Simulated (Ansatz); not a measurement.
Geometry optimisation, RKS r2SCAN/def2-SVP in Ansatz.

Input file:

```yaml
crystal:
  periodic: [false, false, false]
  atoms:
    - { symbol: B, position_ang: [-0.7904, 1.4845, -0.5445] }
    - { symbol: Ge, position_ang: [-0.1119, -0.3509, -0.6681] }
    - { symbol: C, position_ang: [0.7118, -0.8075, 1.0043] }
    - { symbol: F, position_ang: [-1.3472, -1.4588, -0.9885] }
    - { symbol: H, position_ang: [-1.396, 1.9936, -1.5011] }
    - { symbol: H, position_ang: [-0.7074, 2.1713, 0.4351] }
    - { symbol: H, position_ang: [0.9599, -0.4288, -1.8083] }
    - { symbol: H, position_ang: [0.58102, 0.01918, 1.75253] }
    - { symbol: H, position_ang: [1.79874, -1.09294, 0.89718] }
    - { symbol: H, position_ang: [0.19936, -1.71138, 1.47998] }
basis:
  gaussian: { orbitals: def2-SVP }
hamiltonian:
  xc: r2scan
relax:
  f_tol: 0.015
  max_steps: 40
```

Launched with:

```bash
$ ansatz run input.yaml --threads 2 --pin off --max-ram 3072MiB --backend cpu --events-out ev --progress --plain --runs-dir out
```

Task: Where does it end, and by what steps?

Result: The run converged. After 24 steps the energy has fallen by 0.460 eV; H5 moved furthest, 1.03 Å.

| step | energy less start (eV) | largest force component (eV/Å) | accepted |
| --- | --- | --- | --- |
| 0 | 0.0000 | 2.559 | yes |
| 1 | -0.2910 | 0.845 | yes |
| 2 | -0.3513 | 0.251 | yes |
| 3 | -0.3659 | 0.101 | yes |
| 4 | -0.3869 | 0.081 | yes |
| 5 | -0.3863 | 0.518 | no |
| 6 | -0.3970 | 0.075 | yes |
| 7 | -0.4050 | 0.112 | yes |
| 8 | -0.4101 | 0.305 | yes |
| 9 | -0.3994 | 0.447 | no |
| 10 | -0.4183 | 0.152 | yes |
| 11 | -0.4244 | 0.061 | yes |
| 12 | -0.4255 | 0.183 | yes |
| 13 | -0.4323 | 0.194 | yes |
| 14 | -0.4375 | 0.159 | yes |
| 15 | -0.4177 | 0.588 | no |
| 16 | -0.4469 | 0.103 | yes |
| 17 | -0.4507 | 0.208 | yes |
| 18 | -0.4574 | 0.027 | yes |
| 19 | -0.4404 | 0.409 | no |
| 20 | -0.4581 | 0.015 | yes |
| 21 | -0.4588 | 0.111 | yes |
| 22 | -0.4570 | 0.200 | no |
| 23 | -0.4598 | 0.026 | yes |
| 24 | -0.4599 | 0.004 | yes |

```xyz
10
Properties=species:S:1:pos:R:3
B -1.003 1.513 -0.572
Ge 0.113 -0.202 -0.661
C 0.654 -0.897 1.081
F -0.839 -1.492 -1.388
H -2.148 1.549 -0.946
H -0.508 2.518 -0.121
H 1.346 -0.062 -1.580
H 1.325 -0.187 1.587
H 1.182 -1.852 0.942
H -0.226 -1.071 1.717
```

Whether the end is a true minimum wasn't checked by a vibrational analysis.

The run took 41 s on 2 threads of Intel(R) Xeon(R) 6975P-C (Granite Rapids), on a shared host, peak memory 0.18 GiB.
